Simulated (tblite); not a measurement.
C₈H₁₂.
Structure used (GFN2-xTB), in Å, numbered top down from 1:
```
atom  x, y, z in Å
C1    -2.5778    1.8064    1.3408
C2    -1.8504    0.8685    0.7909
C3    -1.1444   -0.0256    0.2580
C4    -0.4094   -0.9670   -0.2916
C5    -0.8370   -2.4052   -0.2654
C6     0.8813   -0.6820   -1.0094
C7     1.3769    0.7567   -0.8779
C8     1.9088    1.0612    0.5172
H9    -3.5121    1.5835    1.8310
H10   -2.2686    2.8394    1.3231
H11   -0.1216   -2.9990    0.3047
H12   -1.8192   -2.5114    0.1876
H13   -0.8679   -2.8064   -1.2789
H14    1.6485   -1.3690   -0.6378
H15    0.7304   -0.9168   -2.0694
H16    2.1726    0.9219   -1.6084
H17    0.5581    1.4400   -1.1118
H18    2.2527    2.0911    0.5754
H19    2.7448    0.4074    0.7580
H20    1.1293    0.9169    1.2607
```

Computed values, GFN2-xTB/tblite, gas phase, harmonic and unscaled. The method is semi-empirical: single wavenumbers can be off by several per cent or more. One conformer, not necessarily the lowest.

Harmonic wavenumbers (cm⁻¹): 37.2, 76.7, 108.0, 118.3, 162.8, 192.5, 245.8, 261.5, 316.9, 381.9, 421.3, 466.0, 514.6, 547.0, 690.4, 810.4, 819.2, 874.5, 931.4, 973.8, 985.2, 1005.2, 1066.9, 1094.0, 1124.7, 1170.7, 1206.1, 1214.9, 1264.4, 1341.1, 1351.4, 1395.2, 1400.4, 1414.3, 1460.0, 1477.8, 1480.5, 1486.5, 1504.1, 1506.7, 1731.3, 2191.0, 2917.1, 2946.4, 2969.0, 2986.8, 2987.4, 3003.2, 3027.0, 3038.0, 3049.5, 3049.6, 3072.5, 3081.6.

A = 2202, B = 1542, C = 993.7 MHz; mass 108.094 u (most abundant isotopes); point group C1, symmetry number 1.

Zero-point energy?

½Σν̃ = 37475 cm⁻¹ = 448.30 kJ/mol.

What is S at 273.15 K and 1 bar for an ideal gas of classical rigid rotors and harmonic oscillators?

Translation 165.44, rotation 120.01, vibration 118.69: S = 404.1 J/(mol K).

And Cp and H(273.15 K) − H(0)?

Cp = 150.27 J/(mol K), of which vibrations give 117.02 (their classical limit is 54 R = 449.0); H(273.15 K) − H(0) = 25.97 kJ/mol without the zero-point energy, 16.89 from vibrations.

What must be added to the electronic energy to get the Gibbs energy at 273.15 K and 1 bar?

ZPE + [H(273.15 K) − H(0)] − T·S = 448.30 + 25.97 − 110.39 = 363.88 kJ/mol.

How do the functions run with temperature in this model?

```json
{"T (K)": "50", "S (J/(mol K))": "244.0", "Cp (J/(mol K))": "57.2", "H − H(0) (kJ/mol)": "2.15", "G − H(0) (kJ/mol)": "-10.05", "ln q(vib)": "0.63"}
{"T (K)": "100", "S (J/(mol K))": "291.9", "Cp (J/(mol K))": "82.9", "H − H(0) (kJ/mol)": "5.68", "G − H(0) (kJ/mol)": "-23.51", "ln q(vib)": "1.96"}
{"T (K)": "298.15", "S (J/(mol K))": "417.7", "Cp (J/(mol K))": "160.2", "H − H(0) (kJ/mol)": "29.85", "G − H(0) (kJ/mol)": "-94.69", "ln q(vib)": "7.52"}
{"T (K)": "373.15", "S (J/(mol K))": "456.9", "Cp (J/(mol K))": "189.8", "H − H(0) (kJ/mol)": "42.98", "G − H(0) (kJ/mol)": "-127.50", "ln q(vib)": "9.52"}
{"T (K)": "500", "S (J/(mol K))": "519.0", "Cp (J/(mol K))": "235.8", "H − H(0) (kJ/mol)": "70.05", "G − H(0) (kJ/mol)": "-189.45", "ln q(vib)": "12.82"}
{"T (K)": "750", "S (J/(mol K))": "628.4", "Cp (J/(mol K))": "304.2", "H − H(0) (kJ/mol)": "138.11", "G − H(0) (kJ/mol)": "-333.22", "ln q(vib)": "19.06"}
{"T (K)": "1000", "S (J/(mol K))": "722.8", "Cp (J/(mol K))": "351.1", "H − H(0) (kJ/mol)": "220.38", "G − H(0) (kJ/mol)": "-502.41", "ln q(vib)": "24.90"}
```

q(vib) and H(0) count from the zero-point level.

Blend soft modes into free rotors: weight 1/[1 + (100 cm⁻¹/ν̃)⁴] for the oscillator and the rest for a rotor with moment μB/(μ + B), μ = h/(8π²ν), B = 10⁻⁴⁴ kg m². What vibrational entropy results?

109.02 J/(mol K) in place of 118.69, which changes −T·S at 273.15 K by +2.64 kJ/mol.

Hindered rotation and anharmonicity are outside this model. Other conformers, if any are populated, would add a mixing term that is left out. The structure is chiral; the term R ln 2 for an equal mix with its mirror image is left out.
